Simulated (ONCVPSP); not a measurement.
LDA (Perdew-Zunger) ONCV dataset for carbon (C), scalar-relativistic all-electron reference.

- Element: carbon (C)
- Generator: ONCVPSP 4.0.1
- Type: optimised norm-conserving Vanderbilt (ONCV)
- Functional: LDA (Perdew-Zunger)
- Relativity: scalar-relativistic
- Frozen core: [He]
- Valence charge: 4
- Reference configuration: 2s2 (charge +2)
- Partial waves: 2s: rc 1.10 bohr, ncon 4, nbas 8, qcut 4.8 1/bohr, 3 projectors, debl 2.3 Ha; p scattering state at 0.38 Ha: rc 1.05 bohr, ncon 4, nbas 7, qcut 7.4 1/bohr, 2 projectors, debl 0.6 Ha
- Local potential: polynomial inside 0.75 bohr (lpopt 5, dvloc0 1 Ha)
- Core correction: none

In the p channel the program set the typed energies aside and used 0.050, 0.650 Ha.

What the tests gave:

| Property | Result |
| --- | --- |
| Cutoffs needed | 77 Ha and 139 Ha (the cutoffs (Ha) at which the residual kinetic energy of the hardest occupied pseudo-wave falls to 1 and 0.1 mHa per electron) |
| Ghost test | ghosts flagged at negative energy: s at -4299.7 eV; GHOST(+) flags only above 600 eV; a true bound ghost makes a file unfit for plane-wave use |
| Configuration tests | 1 of 4 tests not solved or not reliable |

Generation and tests took about 3.1 s on one core of a shared server CPU.
